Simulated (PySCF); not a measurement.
# GeP: everyday levels beside a composite calculation

PySCF; the state is a doublet (π ↑). The composite is CCSD(T) extrapolated to the basis-set limit from two correlation-consistent sets, with core-valence (CV) and scalar-relativistic (SR) terms as its label shows; it has no spin–orbit coupling and nothing beyond (T). Here it is CCSD(T)/CBS(DT). It gives Re = 2.150 Å, ωe = 479 cm⁻¹ and De = 3.28 eV to Ge + P.

```tsv
level	basis	relativity	Re (Å)	ωe (cm⁻¹)	De (eV)
ROHF	def2-SVP	no relativity	2.120	545	0.94
ROHF-MP2	def2-SVP	no relativity	2.153	496	2.59
ROHF-SCS-MP2	cc-pVDZ-PP/cc-pV(D+d)Z	scalar-relativistic core potentials	2.168	483	2.52
PBE	cc-pVDZ-PP/cc-pV(D+d)Z	scalar-relativistic core potentials	2.184	462	3.54
PBE	def2-SVP	no relativity	2.177	470	3.62
PBE	x2c-TZVPPall	spin-free X2C	2.172	466	3.64
PW91	def2-SVP	no relativity	2.176	470	3.66
M06	def2-SVP	no relativity	2.158	489	3.61
M06-2X	x2c-TZVPPall	spin-free X2C	2.140	502	3.27
ωB97X-V	x2c-TZVPPall	spin-free X2C	2.119	530	3.45
```

Task: Give the difference of each row from the composite.

Result: 

| level | basis | ΔRe (pm) | Δωe (%) | ΔDe (eV) |
| --- | --- | --- | --- | --- |
| ROHF | def2-SVP | -3.0 | +13.8 | -2.34 |
| ROHF-MP2 | def2-SVP | +0.3 | +3.5 | -0.69 |
| ROHF-SCS-MP2 | cc-pVDZ-PP/cc-pV(D+d)Z | +1.8 | +0.8 | -0.76 |
| PBE | cc-pVDZ-PP/cc-pV(D+d)Z | +3.4 | -3.5 | +0.26 |
| PBE | def2-SVP | +2.7 | -1.9 | +0.34 |
| PBE | x2c-TZVPPall | +2.2 | -2.7 | +0.36 |
| PW91 | def2-SVP | +2.6 | -1.9 | +0.38 |
| M06 | def2-SVP | +0.8 | +2.1 | +0.33 |
| M06-2X | x2c-TZVPPall | -1.0 | +4.8 | -0.01 |
| ωB97X-V | x2c-TZVPPall | -3.1 | +10.6 | +0.17 |

Task: Which rows come closest in De?

Result: M06-2X in x2c-TZVPPall (-0.01 eV), counted from the composite.

Correlated steps freeze the inner cores (9 to 14 orbitals); shallow outer-core shells are correlated. Correlated levels converge slowly with the basis: in double zeta they bind strong bonds too weakly, by up to about 1 eV, and carry superposition errors of some tenths. Spin–orbit coupling is left out. The state is the lowest determinant that a PBE0 search found; another state may lie lower at other levels.
